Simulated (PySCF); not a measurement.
C$_{2}$H$_{5}$ (SMILES [CH2]C), doublet, geometry from GFN2-xTB, atoms displaced at random by about 0.03 Å a coordinate; PBE/def2-SVP, gradient by finite differences (PySCF).

Here is a job for PySCF.
```python
from pyscf import gto, scf, dft

mol = gto.M(
    atom='''
C     0.00364820   -0.63105052   -0.06033118
C     0.03959057    0.81386974    0.04362419
H     0.93956354   -1.07144253   -0.03234355
H    -0.47724149   -1.04811005    0.85395268
H    -0.55043937   -1.09307618   -0.88485185
H     0.14565498    1.27264040    0.94206659
H     0.11867922    1.34178100   -0.86524973
''',
    basis='def2-svp',
    spin=1,
    verbose=4,
)

mf = dft.UKS(mol)
mf.xc = 'pbe'
mf.conv_tol = 1e-11
mf.kernel()
scan, done = mf.as_scanner(), []
scan.scf_summary = {}
def energy(d):
    c = mol.atom_coords()
    c[3, 0] += d
    e = scan(mol.set_geom_(c, unit='Bohr', inplace=False))
    done.append(scan.converged)
    return e
h = 1e-5
fd = (energy(h) - energy(-h)) / (2 * h)
print('dE/dx =', fd)
```

Output, abridged:

```
PySCF version 2.14.0

[INPUT] verbose = 4
[INPUT] num. atoms = 7
[INPUT] num. electrons = 17
[INPUT] charge = 0
[INPUT] spin (= nelec alpha-beta = 2S) = 1
[INPUT] symmetry False subgroup None
[INPUT] Mole.unit = angstrom
[INPUT] Symbol           X                Y                Z      unit          X                Y                Z       unit  Magmom
[...]
nuclear repulsion = 37.938019582116
number of shells = 27
number of NR pGTOs = 83
number of NR cGTOs = 53
basis = def2-svp
ecp = {}

******** <class 'pyscf.dft.uks.UKS'> ********
method = UKS
initial guess = minao
damping factor = 0
level_shift factor = 0
DIIS = <class 'pyscf.scf.diis.CDIIS'>
diis_start_cycle = 1
diis_space = 8
diis_damp = 0
SCF conv_tol = 1e-11
SCF conv_tol_grad = None
SCF max_cycles = 50
direct_scf = True
direct_scf_tol = 1e-13
number electrons alpha = 9  beta = 8
XC library pyscf.dft.libxc version 7.1.2
    S. Lehtola, C. Steigemann, M. J. T. Oliveira, and M. A. L. Marques,  SoftwareX 7, 1–5 (2018)
XC functionals = pbe
    J. P. Perdew, K. Burke, and M. Ernzerhof,  Phys. Rev. Lett. 77, 3865 (1996)
    J. P. Perdew, K. Burke, and M. Ernzerhof,  Phys. Rev. Lett. 78, 1396 (1997)
    J. P. Perdew, K. Burke, and M. Ernzerhof,  Phys. Rev. Lett. 77, 3865 (1996)
    J. P. Perdew, K. Burke, and M. Ernzerhof,  Phys. Rev. Lett. 78, 1396 (1997)
radial grids:
    Treutler-Ahlrichs [JCP 102, 346 (1995); DOI:10.1063/1.469408] (M4) radial grids

becke partition: Becke, JCP 88, 2547 (1988); DOI:10.1063/1.454033
pruning grids: <function nwchem_prune>
grids dens level: 3
symmetrized grids: False
atomic radii adjust function: <function treutler_atomic_radii_adjust>
small_rho_cutoff = 0
Set gradient conv threshold to 3.16228e-06
tot grids = 77280
init E= -78.9253452698504

cycle= 1 E= -78.9168149259152  delta_E= 0.00853  |g|= 0.266  |ddm|= 1.77
cycle= 2 E= -78.8801050894412  delta_E= 0.0367  |g|= 0.376  |ddm|= 0.676
cycle= 3 E= -78.9600372601667  delta_E= -0.0799  |g|= 0.0151  |ddm|= 0.396
cycle= 4 E= -78.9601436697407  delta_E= -0.000106  |g|= 0.00775  |ddm|= 0.0249
cycle= 5 E= -78.9601704826668  delta_E= -2.68e-05  |g|= 0.00357  |ddm|= 0.01
cycle= 6 E= -78.9601772208417  delta_E= -6.74e-06  |g|= 0.000532  |ddm|= 0.00365
cycle= 7 E= -78.9601774425455  delta_E= -2.22e-07  |g|= 8.87e-05  |ddm|= 0.000789
cycle= 8 E= -78.9601774490538  delta_E= -6.51e-09  |g|= 3.37e-05  |ddm|= 0.000189
cycle= 9 E= -78.9601774498296  delta_E= -7.76e-10  |g|= 6.16e-06  |ddm|= 5.96e-05
cycle= 10 E= -78.9601774498577  delta_E= -2.81e-11  |g|= 1.36e-06  |ddm|= 1.08e-05
cycle= 11 E= -78.9601774498593  delta_E= -1.62e-12  |g|= 4.99e-07  |ddm|= 3.29e-06
Extra cycle  E= -78.9601774498595  delta_E= -1.42e-13  |g|= 5.05e-07  |ddm|= 1.31e-06
converged SCF energy = -78.9601774498595  <S^2> = 0.7529849  2S+1 = 2.0029827
Create scanner for <class 'pyscf.dft.uks.UKS'>

WARN: Mole.unit (angstrom) is changed to Bohr

New geometry
   1 C      0.003648200000  -0.631050520000  -0.060331180000 AA    0.006894098848  -1.192512653564  -0.114009406972 Bohr
   2 C      0.039590570000   0.813869740000   0.043624190000 AA    0.074815334415   1.537990909671   0.082437771506 Bohr
   3 H      0.939563540000  -1.071442530000  -0.032343550000 AA    1.775517767227  -2.024732939911  -0.061120451396 Bohr
   4 H     -0.477236198228  -1.048110050000   0.853952680000 AA   -0.901845711379  -1.980640942904   1.613736688538 Bohr
   5 H     -0.550439370000  -1.093076180000  -0.884851850000 AA   -1.040179657478  -2.065614613486  -1.672127657315 Bohr
   6 H      0.145654980000   1.272640400000   0.942066590000 AA    0.275248020879   2.404941811057   1.780247846203 Bohr
   7 H      0.118679220000   1.341781000000  -0.865249730000 AA    0.224271222477   2.535598609145  -1.635085019054 Bohr

******** <class 'pyscf.scf.hf.UKS_Scanner'> ********
method = UKS_Scanner
initial guess = minao
damping factor = 0
level_shift factor = 0
DIIS = <class 'pyscf.scf.diis.CDIIS'>
diis_start_cycle = 1
diis_space = 8
diis_damp = 0
SCF conv_tol = 1e-11
SCF conv_tol_grad = None
SCF max_cycles = 50
direct_scf = True
direct_scf_tol = 1e-13
number electrons alpha = 9  beta = 8
XC library pyscf.dft.libxc version 7.1.2
    S. Lehtola, C. Steigemann, M. J. T. Oliveira, and M. A. L. Marques,  SoftwareX 7, 1–5 (2018)
XC functionals = pbe
    J. P. Perdew, K. Burke, and M. Ernzerhof,  Phys. Rev. Lett. 77, 3865 (1996)
    J. P. Perdew, K. Burke, and M. Ernzerhof,  Phys. Rev. Lett. 78, 1396 (1997)
    J. P. Perdew, K. Burke, and M. Ernzerhof,  Phys. Rev. Lett. 77, 3865 (1996)
    J. P. Perdew, K. Burke, and M. Ernzerhof,  Phys. Rev. Lett. 78, 1396 (1997)
radial grids:
    Treutler-Ahlrichs [JCP 102, 346 (1995); DOI:10.1063/1.469408] (M4) radial grids

becke partition: Becke, JCP 88, 2547 (1988); DOI:10.1063/1.454033
pruning grids: <function nwchem_prune>
grids dens level: 3
symmetrized grids: False
atomic radii adjust function: <function treutler_atomic_radii_adjust>
small_rho_cutoff = 0
Set gradient conv threshold to 3.16228e-06
tot grids = 77280
init E= -78.9601779997148
cycle= 1 E= -78.9601774381582  delta_E= 5.62e-07  |g|= 8.17e-07  |ddm|= 3.3e-06
cycle= 2 E= -78.9601774381581  delta_E= 1.42e-13  |g|= 8.68e-07  |ddm|= 2.1e-06
Extra cycle  E= -78.9601774381581  delta_E= -5.68e-14  |g|= 1.11e-06  |ddm|= 2.15e-06
converged SCF energy = -78.9601774381581  <S^2> = 0.75298491  2S+1 = 2.0029827

WARN: Mole.unit (angstrom) is changed to Bohr

New geometry
   1 C      0.003648200000  -0.631050520000  -0.060331180000 AA    0.006894098848  -1.192512653564  -0.114009406972 Bohr
   2 C      0.039590570000   0.813869740000   0.043624190000 AA    0.074815334415   1.537990909671   0.082437771506 Bohr
   3 H      0.939563540000  -1.071442530000  -0.032343550000 AA    1.775517767227  -2.024732939911  -0.061120451396 Bohr
   4 H     -0.477246781772  -1.048110050000   0.853952680000 AA   -0.901865711379  -1.980640942904   1.613736688538 Bohr
   5 H     -0.550439370000  -1.093076180000  -0.884851850000 AA   -1.040179657478  -2.065614613486  -1.672127657315 Bohr
   6 H      0.145654980000   1.272640400000   0.942066590000 AA    0.275248020879   2.404941811057   1.780247846203 Bohr
   7 H      0.118679220000   1.341781000000  -0.865249730000 AA    0.224271222477   2.535598609145  -1.635085019054 Bohr

******** <class 'pyscf.scf.hf.UKS_Scanner'> ********
method = UKS_Scanner
initial guess = minao
damping factor = 0
level_shift factor = 0
DIIS = <class 'pyscf.scf.diis.CDIIS'>
diis_start_cycle = 1
diis_space = 8
diis_damp = 0
SCF conv_tol = 1e-11
SCF conv_tol_grad = None
SCF max_cycles = 50
direct_scf = True
direct_scf_tol = 1e-13
number electrons alpha = 9  beta = 8
XC library pyscf.dft.libxc version 7.1.2
    S. Lehtola, C. Steigemann, M. J. T. Oliveira, and M. A. L. Marques,  SoftwareX 7, 1–5 (2018)
XC functionals = pbe
    J. P. Perdew, K. Burke, and M. Ernzerhof,  Phys. Rev. Lett. 77, 3865 (1996)
    J. P. Perdew, K. Burke, and M. Ernzerhof,  Phys. Rev. Lett. 78, 1396 (1997)
    J. P. Perdew, K. Burke, and M. Ernzerhof,  Phys. Rev. Lett. 77, 3865 (1996)
    J. P. Perdew, K. Burke, and M. Ernzerhof,  Phys. Rev. Lett. 78, 1396 (1997)
radial grids:
    Treutler-Ahlrichs [JCP 102, 346 (1995); DOI:10.1063/1.469408] (M4) radial grids

becke partition: Becke, JCP 88, 2547 (1988); DOI:10.1063/1.454033
pruning grids: <function nwchem_prune>
grids dens level: 3
symmetrized grids: False
atomic radii adjust function: <function treutler_atomic_radii_adjust>
small_rho_cutoff = 0
Set gradient conv threshold to 3.16228e-06
tot grids = 77280
init E= -78.9601763384295
cycle= 1 E= -78.9601774615482  delta_E= -1.12e-06  |g|= 2.15e-06  |ddm|= 6.97e-06
cycle= 2 E= -78.9601774615473  delta_E= 9.24e-13  |g|= 2.45e-06  |ddm|= 5.3e-06
Extra cycle  E= -78.9601774615452  delta_E= 2.12e-12  |g|= 3.18e-06  |ddm|= 5.76e-06
converged SCF energy = -78.9601774615452  <S^2> = 0.7529849  2S+1 = 2.0029827
dE/dx = 0.0011693529700096406
```
